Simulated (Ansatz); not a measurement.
Cost and result up the ladder for the cluster Ag2H (3 atoms). Total charge 0; doublet. Geometry: r2SCAN-D4/def2-TZVP.

Cartesian coordinates in Å:
```
Ag 0.197 0.341 -0.571
Ag 0.913 -0.131 1.921
H -1.110 -0.209 -1.350
```

Ansatz on 4 threads of Arm Neoverse V2 on a shared host. Times are rough, and most runs start from the orbitals of an earlier one. PBE0-D4/def2-TZVP serves as the yardstick here, not as an exact answer. Binding counts from free atoms at the same level (Ag doublet, H doublet; other spins of the atoms weren't run), without zero-point energy or a counterpoise term.

In the def2 sets Ag takes a core potential; there is no spin–orbit coupling. B3LYP takes the VWN-RPA correlation. Correlated methods freeze no core orbitals; core or outer-core shells of Ag are correlated, in sets that lack core-valence functions. No other spin state of charge 0 was run. Another isomer (doublet) lies 0.16 eV lower at PBE0-D4/def2-TZVP; other spin states weren't run for this one.

Correlated methods converge slowly with the basis.

```tsv
level	functions	wall time	binding energy per atom (eV)	difference from PBE0-D4/def2-TZVP (eV)
HF/def2-TZVP	86	0.45 s	0.35	-0.59
PBE-D4/def2-TZVP (with forces)	86	1.2 s	1.06	0.12
B3LYP-D4/def2-TZVP	86	1.2 s	0.98	0.04
PBE0-D4/def2-TZVP	86	1.8 s	0.94	0.00
r2SCAN-D4/def2-TZVP	86	2.4 s	1.08	0.14
CCSD(T)/def2-TZVPP	126	38 s	0.95	0.00
```
